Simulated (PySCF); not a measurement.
Species: C₃H₇FSi₂.
Atom-mapped SMILES: `[CH:1]#[C:2][SiH2:3][CH2:4][SiH2:5][F:6]` (hydrogens: H7 on C1; H8, H9 on Si3; H10, H11 on C4; H12, H13 on Si5)

Computed with PBE0-D3(BJ)/def2-SVP geometry optimisation, gas phase in PySCF 2.14.0.

Q: Give the optimised bond lengths and angles.

A: 
```tsv
bond	length (pm)	order
C1≡C2	121.7	triple
C2–Si3	183.7	single
Si3–C4	188.0	single
C4–Si5	186.4	single
Si5–F6	163.0	single
C1–H7	107.6	single
Si3–H8, Si3–H9	149.2	single
C4–H10, C4–H11	110.4	single
Si5–H12, Si5–H13	149.0	single
```

Bonds in one row agree within 1 pm and their mean is given. Orders are formal, as drawn. A selection of angles:
```tsv
angle	degrees
C2–C1–H7	179.8
C1–C2–Si3	178.7
C2–Si3–C4	108.9
C2–Si3–H8	108.6
C4–Si3–H8	110.3
C4–Si3–H9	111.0
H8–Si3–H9	109.0
Si3–C4–Si5	116.1
Si3–C4–H10	108.4
Si5–C4–H10	108.9
Si5–C4–H11	108.1
H10–C4–H11	107.0
C4–Si5–F6	108.3
C4–Si5–H12	111.6
F6–Si5–H12	108.0
H12–Si5–H13	110.5
```

Dihedral angles: C2–Si3–C4–Si5 -58° (synclinal); Si3–C4–Si5–F6 -56° (synclinal). The mirror-image conformer, all signs reversed, is as good.

The C–Si distances run from 1.837 Å (C2–Si3, drawn single) to 1.880 Å (Si3–C4, drawn single), a spread of 0.043 Å. Si5 (fluorine-bound silicon) is tetrahedral (angles from 107.3° to 111.6°). Si3 (SiH2 silicon) is tetrahedral (angles from 108.6° to 111.0°).

Point group: C1 (no symmetry element, even within 0.4 Å). Not checked by PBE0-D3(BJ)/def2-SVP frequencies. One conformer, not necessarily the lowest.

Time: 51 s; peak memory 0.49 GiB. Hardware: one thread, Arm Neoverse V1 (aarch64), shared host with 32 logical CPUs at a one-minute load of 27. These figures are those of the optimisation.
